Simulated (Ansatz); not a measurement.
A nudged elastic band was laid between two geometries of AlClFH$_{3}$O (7 atoms, charge 0, multiplicity 1).

All numbers below come from Ansatz 0.2.0, RKS PBE/def2-SVP.

```
movable images  : 7
climbing image  : yes
spring          : 5.0 eV/Å²
optimiser       : quadratic models (default)
start path      : through a guess of the saddle point
force threshold : 0.03 eV/Å
iteration limit : 60
end points      : relaxed
```

First end point:

```xyz
7
Properties=species:S:1:pos:R:3
Al 0.164 0.014 0.142
H 0.031 0.767 1.537
Cl 1.813 0.410 -1.136
F -1.272 -0.459 -0.648
O 0.365 -1.901 0.726
H -0.457 -2.263 0.322
H 0.287 -2.046 1.691
```

Last end point:

```xyz
7
Properties=species:S:1:pos:R:3
Al 0.138 -0.626 -0.249
H 0.179 0.269 1.810
Cl 1.793 0.524 -0.823
F -1.393 -0.003 -0.513
O 0.373 -2.261 0.194
H -0.367 -2.881 0.293
H 0.208 -0.500 1.923
```

Which bonds break or form, and what moves?

Bonds broken: Al1–H2, O5–H7. Bonds formed: H2–H7. AlClFH3O becomes AlClFHO + H2.

Give the energies along the band, and the barrier.

The run converged. The highest image is number 5 of 0 to 8, 65.5 kJ/mol above the first end and 61.8 kJ/mol above the last; the last end lies 3.7 kJ/mol above the first. A vibrational analysis at the climbing image gives one clearly imaginary mode, 1006i cm⁻¹: a first-order saddle point. The orbitals stay closed-shell, which can raise the energy where a bond breaks towards radicals; this wasn't checked here.

| image | path coordinate (Å) | energy (kJ/mol) | Al1–H2 (Å) | O5–H7 (Å) | H2–H7 (Å) |
| --- | --- | --- | --- | --- | --- |
| 0 | 0.00 | 0.0 | 1.59 | 0.98 | 2.83 |
| 1 | 0.32 | 1.9 | 1.59 | 0.98 | 2.54 |
| 2 | 0.64 | 7.9 | 1.60 | 0.98 | 2.19 |
| 3 | 0.96 | 19.2 | 1.62 | 0.99 | 1.81 |
| 4 | 1.28 | 41.0 | 1.66 | 1.05 | 1.42 |
| 5 | 1.60 | 65.5 | 1.77 | 1.27 | 1.06 |
| 6 | 1.99 | 32.4 | 1.98 | 1.69 | 0.83 |
| 7 | 2.39 | 8.0 | 2.20 | 2.12 | 0.78 |
| 8 | 2.79 | 3.7 | 2.24 | 2.47 | 0.78 |

What is the geometry of the highest image?


```xyz
7
Properties=species:S:1:pos:R:3
Al 0.154 -0.276 -0.071
H 0.156 -0.031 1.678
Cl 1.826 0.550 -1.036
F -1.381 -0.033 -0.701
O 0.349 -1.973 0.641
H -0.372 -2.631 0.584
H 0.199 -1.085 1.539
```

What are the harmonic wavenumbers there?

1006i, 157, 191, 271, 343, 464, 505, 681, 745, 861, 1033, 1329, 1729, 1871, 3710 cm⁻¹.

The run took 3.3 min on 1 thread of Arm Neoverse V2, on a shared host, peak memory 0.14 GiB.
